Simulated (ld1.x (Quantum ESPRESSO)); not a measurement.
Sb (Z = 51): excitation energies, all-electron against TM semilocal

antimony (Sb), norm-conserving Troullier–Martins (semilocal form), made with ld1.x (Quantum ESPRESSO) 7.5 (PBE, scalar-relativistic). Core [Ar] 3d10, reference 4s2 4p6 4d10 5s2 5p3. Waves: 4p (bound): rc 1.30 bohr; 4d (bound): rc 1.65 bohr; 4s (bound): rc 0.90 bohr. Local part: the s channel. Core correction: none.

Occupied shells without a wave of their own: 5p, 5s. They enter only through the test configuration that unscreens the potential.

Energies are relative to the spin-unpolarised reference configuration 4s2 4p6 4d10 5s2 5p3; without spin polarisation the order of configurations can differ from experiment. The frozen-core shift is the all-electron ΔE with the core orbitals held at their reference shape minus the fully relaxed ΔE.

Task: Give the all-electron excitation energy and the error of the potential for: 4s2 4p6 4d10 5s2 5p2; 4s2 4p6 4d10 5s2 5p1; 4s2 4p6 4d10 5s2 5p0; 4s2 4p6 4d9 5s2 5p4; 4s2 4p6 4d10 5s2 5p3.3; 4s2 4p6 4d10 5s1 5p4; 4s2 4p6 4d10 5s2 5p2.5.

Result:

| valence configuration | charge | ΔE all-electron (eV) | error AE − PS (meV) | frozen-core shift (meV) |
| --- | --- | --- | --- | --- |
| 4s2 4p6 4d10 5s2 5p2 | +1 | 8.317 | -541 | +1.3 |
| 4s2 4p6 4d10 5s2 5p1 | +2 | 24.285 | -1363 | +4.1 |
| 4s2 4p6 4d10 5s2 5p0 | +3 | 48.698 | -2498 | +8.6 |
| 4s2 4p6 4d9 5s2 5p4 | 0 | 31.120 | +619 | -5.4 |
| 4s2 4p6 4d10 5s2 5p3.3 | -0.3 | -1.159 | +110 | -0.1 |
| 4s2 4p6 4d10 5s1 5p4 | 0 | 8.112 | +84 | +0.3 |
| 4s2 4p6 4d10 5s2 5p2.5 | +0.5 | 3.262 | -237 | +0.5 |

Levels in the configuration 4s2 4p6 4d10 5s2 5p2.5:

| level | all-electron (eV) | pseudo (eV) |
| --- | --- | --- |
| 4s | -152.898 | -153.065 |
| 4p | -105.851 | -106.014 |
| 4d | -37.562 | -37.719 |
| 5s | -16.589 | -17.050 |
| 5p | -8.273 | -8.813 |

The 5p, 5s levels have no wave, so the channel is fitted at the deeper level alone: the likely source of the large errors. A variational frozen-core shift is positive and of second order in the change. This column holds negative values, so the frozen-core run of ld1.x carries numerical noise or an error of first order here, and the column gives no more than the rough size of the effect.

The potential misses its own reference levels by up to 0.4 eV.
